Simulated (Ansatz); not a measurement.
Cost and result for the atomization energy of FH₅O₄Si₂ (`O[SiH](F)[Si](O)(O)O`) (12 atoms, 11 bonds).

```xyz
12

O     2.167   -0.608   -0.251
Si    1.174    0.081    0.865
F     1.052   -0.885    2.142
Si   -0.878    0.190   -0.257
O    -0.927   -1.057   -1.325
O    -2.221    0.044    0.665
O    -0.907    1.676   -0.933
H     3.112   -0.627   -0.086
H     1.771    1.338    1.387
H    -0.095   -1.287   -1.745
H    -2.517   -0.848    0.857
H    -1.731    1.984   -1.318
```

Charge 0, multiplicity 1. The geometry is a stationary point of PBE0-D4/def2-TZVP. It is one conformer, not always the lowest. Program: Ansatz. All runs use 2 threads of an AMD EPYC 7R13 on a shared host and a share of an NVIDIA H100 80 GB. Times are those of one run each, without the atoms' runs, and a repeat can differ threefold. Electronic energies, without spin–orbit coupling; frozen cores. CCSD(T)/CBS adds CCSD(T) − MP2 in def2-TZVPP to the MP2 limit, and its time is that of the two runs behind it. T1 = 0.012. B3LYP takes the VWN-RPA correlation (the form of Gaussian; ORCA's B3LYP/G).

CCSD(T)/CBS is a level of theory with its own doubt, some kJ/mol a heavy atom from the limit and from the frozen cores, so smaller differences don't rank the functionals.

```json
{"level": "PBE-D4/def2-TZVPP (with forces)", "functions": "309", "wall time": "7 s"}
{"level": "B2PLYP/def2-TZVPP", "functions": "309", "wall time": "7 s"}
{"level": "PBE0-D4/def2-TZVPP", "functions": "309", "wall time": "7.5 s"}
{"level": "r2SCAN-D4/def2-TZVPP (with forces)", "functions": "309", "wall time": "8.5 s"}
{"level": "MP2/def2-QZVPP", "functions": "575", "wall time": "9.5 s"}
{"level": "B3LYP-D4/def2-TZVPP (with forces)", "functions": "309", "wall time": "11 s"}
{"level": "ωB97M-V/def2-TZVPP (with forces)", "functions": "309", "wall time": "12 s"}
{"level": "ωB97X-V/def2-TZVPP", "functions": "309", "wall time": "19 s"}
{"level": "CCSD(T)/def2-TZVPP", "functions": "309", "wall time": "68 s"}
{"level": "CCSD(T)/CBS(def2)", "functions": "–", "wall time": "77 s"}
```

(1) What atomization energy does each give, and how far from CCSD(T)/CBS? (Estimate.)

## Answers

(1) The calculation gave: 
| level | atomization (kJ/mol) | difference from CCSD(T)/CBS | per bond |
| --- | --- | --- | --- |
| PBE-D4/def2-TZVPP (with forces) | 4901.9 | 15.3 | 1.4 |
| B2PLYP/def2-TZVPP | 4784.7 | -101.9 | -9.3 |
| PBE0-D4/def2-TZVPP | 4773.1 | -113.5 | -10.3 |
| r2SCAN-D4/def2-TZVPP (with forces) | 4851.2 | -35.4 | -3.2 |
| MP2/def2-QZVPP | 4983.2 | 96.6 | 8.8 |
| B3LYP-D4/def2-TZVPP (with forces) | 4809.3 | -77.3 | -7.0 |
| ωB97M-V/def2-TZVPP (with forces) | 4857.6 | -29.0 | -2.6 |
| ωB97X-V/def2-TZVPP | 4857.2 | -29.4 | -2.7 |
| CCSD(T)/def2-TZVPP | 4717.9 | -168.7 | -15.3 |
| CCSD(T)/CBS(def2) | 4886.6 | 0.0 | 0.0 |

The D4 term adds +47.6 kJ/mol with B3LYP and +25.2 kJ/mol with PBE0; it sums over pairs of atoms, weighted by their polarisabilities, and B3LYP, whose exchange is more repulsive, gets the larger term. From PBE to PBE0 (25 % exact exchange), in def2-TZVPP and without D4, the atomization energy moves by −124.5 kJ/mol: exact exchange takes away binding that semilocal exchange gives to molecules. In def2-TZVPP, CCSD(T) changes the Hartree–Fock value by +1311.0 kJ/mol (the triples alone add +79.2 kJ/mol) and MP2 by +1474.1 kJ/mol; breaking electron pairs costs correlation energy, which Hartree–Fock lacks.
